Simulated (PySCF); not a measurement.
**Electric field gradients and quadrupole coupling constants**

C₈H₉B.
Atom-mapped SMILES: `[CH:1]#[C:2][B:3]1[CH2:4][CH2:5][C@H:6]([C:7]#[CH:8])[CH2:9]1` (hydrogens: H10 on C1; H11, H12 on C4; H13, H14 on C5; H15 on C6; H16 on C8; H17, H18 on C9)

Geometry (PBE0-D3(BJ)/def2-SVP, Å), atoms numbered from 1 in this order:
```
atom  x, y, z in Å
C1    -3.6701    1.1475    0.0141
C2    -2.5135    0.7958   -0.1458
B3    -1.0712    0.3577   -0.3444
C4    -0.5461   -1.1245   -0.4138
C5     0.9748   -0.9904   -0.2963
C6     1.3093    0.3663   -0.9512
C7     2.6540    0.8488   -0.6625
C8     3.7687    1.2492   -0.4065
C9     0.1709    1.3099   -0.5079
H10   -4.6889    1.4613    0.1556
H11   -1.0108   -1.8420    0.2786
H12   -0.8262   -1.4681   -1.4324
H13    1.2705   -0.9506    0.7656
H14    1.5411   -1.8155   -0.7546
H15    1.2321    0.2371   -2.0474
H16    4.7592    1.6036   -0.1897
H17    0.3812    1.6872    0.5143
H18    0.0438    2.2027   -1.1374
```

Field gradients from the PBE0/pcSseg-1 density (PySCF, non-relativistic), principal values in atomic units, ordered |Vxx| ≤ |Vyy| ≤ |Vzz|:

```json
{"atom": "B3", "Vxx": "-0.2329", "Vyy": "-0.3129", "Vzz": "0.5458"}
```

Find the asymmetry η = (Vxx − Vyy)/Vzz and the couplings χ = eQV/h (234.96 MHz × Q in barn × V in au), with Q(11B) = 0.04059 b.

```csv
atom,environment,nucleus,η,χzz (MHz),χxx (MHz),χyy (MHz)
B3,three-coordinate boron,11B,0.15,5.21,-2.22,-2.98
```

The tensor is traceless: Vxx + Vyy + Vzz = 0.

What is Vzz at B3 in SI units (1 au = 9.71736 × 10²¹ V/m²)?

0.5458 au = 5.304 × 10²¹ V/m².

And the gradient at the other heavy atoms, for which no coupling is worked out here?

```
atom                environment  Vzz (au)     η
  C1     terminal alkyne carbon    -0.348  0.96
  C2              alkyne carbon    -0.412  0.17
  C4  sp3 carbon bound to boron    -0.158  0.44
  C5            ring CH2 carbon     0.089  0.77
  C6         propargylic carbon     0.108  0.60
  C7              alkyne carbon    -0.307  0.02
  C8     terminal alkyne carbon    -0.246  0.03
  C9  sp3 carbon bound to boron    -0.176  0.59
```

Were the hydrogens deuterons (Q(2H) = 0.00286 b), χzz would run from 185 kHz (H15) to 232 kHz (H16).

Geometry: PBE0-D3(BJ)/def2-SVP, one conformer, isolated molecule. A larger basis could move these couplings by a tenth or more.

These values come from a run that also computed NMR shieldings. Time: 71 s (with the writing of density and orbital grids); peak memory 0.81 GiB. Hardware: an Arm Neoverse N1 with one thread, no GPU (shared host).
